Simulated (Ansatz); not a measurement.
Geometry optimisation, RKS B3LYP/cc-pVDZ in Ansatz 0.2.0.

Input:

```yaml
crystal:
  periodic: [false, false, false]
  atoms:
    - { symbol: Al, position_ang: [-1.349221, -0.457476, -0.271052] }
    - { symbol: O, position_ang: [-0.780267, -1.15647, 1.313324] }
    - { symbol: O, position_ang: [-1.272074, -1.504573, -1.63901] }
    - { symbol: O, position_ang: [-2.256089, 1.009012, -0.291569] }
    - { symbol: H, position_ang: [2.008614, 0.769844, 0.188218] }
    - { symbol: "N", position_ang: [1.474406, 0.999959, -0.652006] }
    - { symbol: H, position_ang: [1.225528, -0.426615, 2.048796] }
    - { symbol: F, position_ang: [2.088379, -0.140758, 2.164843] }
    - { symbol: H, position_ang: [-0.599933, -2.106955, 1.258484] }
    - { symbol: H, position_ang: [-1.62591, -1.211014, -2.487293] }
    - { symbol: H, position_ang: [-2.379171, 1.512789, 0.521858] }
    - { symbol: H, position_ang: [2.032688, 0.692405, -1.450408] }
    - { symbol: H, position_ang: [1.43315, 2.019751, -0.704286] }
basis:
  gaussian: { orbitals: cc-pVDZ }
hamiltonian:
  xc: b3lyp
relax:
  f_tol: 0.03
  max_steps: 50
output:
  orbitals: {}
```

Command:

```bash
$ ansatz run input.yaml --threads 4 --pin off --max-ram 5120MiB --backend cpu --events-out ev --progress --plain --runs-dir out
```

Question: Where does it end, and by what steps?

Answer: The run converged. The force dipped under the threshold on the way, but the program's further checks kept it going. After 17 steps the energy has fallen by 1.502 eV; Al1 moved furthest, 0.71 Å. Joined: Al1–N6 (3.20 → 2.02 Å).

```json
{"step": "0", "energy less start (eV)": "0.0000", "largest force component (eV/Å)": "1.404", "accepted": "yes"}
{"step": "1", "energy less start (eV)": "-0.3642", "largest force component (eV/Å)": "0.817", "accepted": "yes"}
{"step": "2", "energy less start (eV)": "-0.8251", "largest force component (eV/Å)": "0.816", "accepted": "yes"}
{"step": "3", "energy less start (eV)": "-1.2911", "largest force component (eV/Å)": "0.773", "accepted": "yes"}
{"step": "4", "energy less start (eV)": "-1.3372", "largest force component (eV/Å)": "1.757", "accepted": "yes"}
{"step": "5", "energy less start (eV)": "-1.2945", "largest force component (eV/Å)": "0.901", "accepted": "no"}
{"step": "6", "energy less start (eV)": "-1.4825", "largest force component (eV/Å)": "0.174", "accepted": "yes"}
{"step": "7", "energy less start (eV)": "-1.4882", "largest force component (eV/Å)": "0.126", "accepted": "yes"}
{"step": "8", "energy less start (eV)": "-1.4905", "largest force component (eV/Å)": "0.058", "accepted": "yes"}
{"step": "9", "energy less start (eV)": "-1.4933", "largest force component (eV/Å)": "0.029", "accepted": "yes"}
{"step": "10", "energy less start (eV)": "-1.4901", "largest force component (eV/Å)": "0.521", "accepted": "no"}
{"step": "11", "energy less start (eV)": "-1.4945", "largest force component (eV/Å)": "0.059", "accepted": "yes"}
{"step": "12", "energy less start (eV)": "-1.4986", "largest force component (eV/Å)": "0.061", "accepted": "yes"}
{"step": "13", "energy less start (eV)": "-1.3994", "largest force component (eV/Å)": "2.218", "accepted": "no"}
{"step": "14", "energy less start (eV)": "-1.5003", "largest force component (eV/Å)": "0.095", "accepted": "yes"}
{"step": "15", "energy less start (eV)": "-1.4921", "largest force component (eV/Å)": "0.208", "accepted": "no"}
{"step": "16", "energy less start (eV)": "-1.5011", "largest force component (eV/Å)": "0.069", "accepted": "yes"}
{"step": "17", "energy less start (eV)": "-1.5015", "largest force component (eV/Å)": "0.008", "accepted": "yes"}
```

```xyz
13
Properties=species:S:1:pos:R:3
Al -0.712 -0.141 -0.274
O -0.322 -1.003 1.255
O -0.933 -1.305 -1.557
O -1.659 1.321 -0.140
H 1.634 0.587 0.297
N 1.073 0.753 -0.562
H 0.995 -0.553 1.795
F 1.867 -0.101 1.917
H -0.500 -1.952 1.289
H -1.498 -1.094 -2.309
H -2.499 1.327 0.333
H 1.598 0.397 -1.364
H 0.957 1.763 -0.680
```

The run took 68 s on 4 threads of Arm Neoverse N1 (shared host), peak memory 0.3 GiB.
